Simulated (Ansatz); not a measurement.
Ansatz (an electronic-structure program) input:

Ansatz 0.2 input:
```yaml
crystal:
  periodic: [false, false, false]
  atoms:
    - {symbol: Si, position_ang: [-0.23037238, 1.88490003, 0.60203266]}
    - {symbol: Si, position_ang: [-0.13743408, 0.17945573, -1.02412588]}
    - {symbol: Si, position_ang: [1.84463275, -0.73966793, -0.13632401]}
    - {symbol: Si, position_ang: [-1.52180848, -1.26595195, 0.22322074]}
    - {symbol: H, position_ang: [0.77264017, 2.97236709, 0.34970119]}
    - {symbol: H, position_ang: [-0.02222048, 1.54160688, 2.04847693]}
    - {symbol: H, position_ang: [-1.54424452, 2.61016283, 0.59715055]}
    - {symbol: H, position_ang: [3.05500643, 0.08551864, -0.46244155]}
    - {symbol: H, position_ang: [2.16620180, -2.08299113, -0.72315115]}
    - {symbol: H, position_ang: [1.95913040, -0.96450260, 1.34344559]}
    - {symbol: H, position_ang: [-1.25536830, -1.46703307, 1.68676248]}
    - {symbol: H, position_ang: [-1.53665741, -2.66186820, -0.32767608]}
    - {symbol: H, position_ang: [-2.96473748, -0.85556269, 0.18048288]}
basis:
  gaussian:
    orbitals: 6-31G*
total_charge: -1
magnetization: {spin_polarized: false}
correlation: {method: ccsd_t, electrons: outside_noble_gas}
```

Predict the final energy.

-1161.31650 Eh (CCSD(T)/6-31G*).

It need not be the lowest isomer of its formula.
